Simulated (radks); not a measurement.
Question: All-electron atom: Xe3+ in [Kr] 4d10 5s2 5p3. Calculated with a radial shooting solver on a logarithmic mesh with Libxc functionals: non-relativistic Kohn-Sham, LB94 model potential, spin-polarised, spherical densities, point nucleus; open shells are filled with parallel spins first (spin-orbit coupling, left out, can overturn this in heavy ions); relativity is left out, which matters for an element this heavy. Some entries of the table are withheld. Estimate them.

| orbital | occ. | eigenvalue (hartree) | <r^2> (bohr^2) | <r> (bohr) |
|---|---|---|---|---|
| 1s down | 1 | -1216.490 | 0.001056 | 0.02811 |
| 1s up | 1 | -1216.490 | 0.001056 | 0.02811 |
| 2s up | 1 | -186.2369 | 0.01712 | 0.1208 |
| 2s down | 1 | -186.2336 | 0.01712 | 0.1208 |
| 2p up | 3 | -175.5387 | 0.01283 | 0.1028 |
| 2p down | 3 | -175.5332 | 0.01283 | 0.1028 |
| 3s up | 1 | -39.50724 | 0.1166 | 0.3199 |
| 3s down | 1 | -39.50427 | 0.1166 | 0.3199 |
| 3p up | 3 | -34.92782 | 0.1111 | 0.3100 |
| 3p down | 3 | -34.92438 | 0.1111 | 0.3100 |
| 3d up | 5 | -26.38475 | 0.09268 | 0.2803 |
| 3d down | 5 | -26.38164 | 0.09268 | 0.2803 |
| 4s up | 1 | -8.23550 | 0.6290 | 0.7467 |
| 4s down | 1 | -8.22808 | 0.6316 | 0.7481 |
| 4p up | 3 | -6.61853 | 0.6860 | 0.7768 |
| 4p down | 3 | -6.61461 | 0.6899 | 0.7788 |
| 4d down | 5 | -3.83973 | 0.8733 | 0.8669 |
| 4d up | 5 | -3.83424 | 0.8655 | 0.8629 |
| 5s down | 1 | -2.02353 | (1) | 1.767 |
| 5s up | 1 | -2.01181 | (2) | 1.798 |
| 5p up | 3 | -1.59141 | 4.589 | 2.020 |
| 5p down | 0 | -1.58789 | 4.421 | 1.981 |

Answer: 
(1) 5s down <r^2> (bohr^2): 3.504
(2) 5s up <r^2> (bohr^2): 3.626
